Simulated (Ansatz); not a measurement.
Basis-set extrapolation for `BC(=O)CCl` (PBE0-D4/def2-TZVP geometry, frozen core, Ansatz 0.2.0). Multiplicity 1, RHF reference.

```json
{"": "HF", "def2-TZVPP": "-637.152074", "def2-QZVPP": "-637.172740"}
{"": "MP2 correlation", "def2-TZVPP": "-0.843147", "def2-QZVPP": "-0.908421"}
{"": "CCSD(T) correlation", "def2-TZVPP": "-0.922360", "def2-QZVPP": "not run"}
```

Energies in hartree. Use E(X) = E(∞) + A·exp(−7.88·√X) for Hartree–Fock and E(X) = E(∞) + B·X^(−2.97) for correlation, with X = 3 and 4, and add CCSD(T) minus MP2 of the smaller set to the MP2 limit.

Question: What is the CCSD(T) energy at the basis-set limit?

Answer: HF limit: -637.172740 + (-0.020666) × 0.13774 = -637.17559. MP2 limit: -0.908421 + (-0.065274) × 0.74074 = -0.95677. Higher-order term: -0.922360 − (-0.843147) = -0.07921. Total: -638.21157 hartree, 86.1 kcal/mol below CCSD(T)/def2-TZVPP.
